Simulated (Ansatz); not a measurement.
Process, species as SMILES: C[SiH](C)O[SiH3] + H+ → C[SiH](C)[OH+][SiH3]
Structures are relaxed separately at B3LYP-D3(BJ)/def2-TZVP in Ansatz (a first-principles code), one conformer each, not searched for the lowest. Frequencies are from Ansatz.
Geometry of the first species:
SMILES: C[SiH](C)O[SiH3]
```xyz
15

Si    -0.8654    -0.2026    -0.5782
C     -1.3404     1.5980    -0.7198
C     -1.7707    -1.0293     0.8305
O      0.7602    -0.3304    -0.3432
Si     2.0513     0.0196     0.5906
H     -1.1634    -0.9042    -1.8499
H     -2.4085     1.7019    -0.9258
H     -0.7935     2.0865    -1.5287
H     -1.1246     2.1364     0.2063
H     -1.4758    -2.0761     0.9269
H     -1.5607    -0.5311     1.7801
H     -2.8509    -0.9981     0.6683
H      3.2606    -0.5616    -0.0315
H      1.8782    -0.5489     1.9497
H      2.2207     1.4881     0.7125
```
Charge 0, spin multiplicity 1.

Quantity: proton affinity (0 K, with B3LYP-D3(BJ) harmonic zero-point energies), positive where the reaction releases energy, in eV. Valence correlation only, unless marked. Spin-orbit coupling is left out. Non-relativistic. CBS(X,Y): correlation extrapolated as X^-3; Hartree-Fock from the larger set.

CCSD(T)/CBS(cc-pV(T+d)Z,cc-pV(Q+d)Z) (Ansatz) gives 8.17 eV.

### Question
Another calculation gave 8.19 eV. Which level was it?
A. revPBE/def2-TZVPD (Ansatz)
B. SVWN5/def2-TZVPD (Ansatz)
C. BHLYP/def2-TZVPD (Ansatz)

### Answer
C, BHLYP/def2-TZVPD (Ansatz). The others give 8.32 (revPBE), 7.95 (SVWN5) eV.
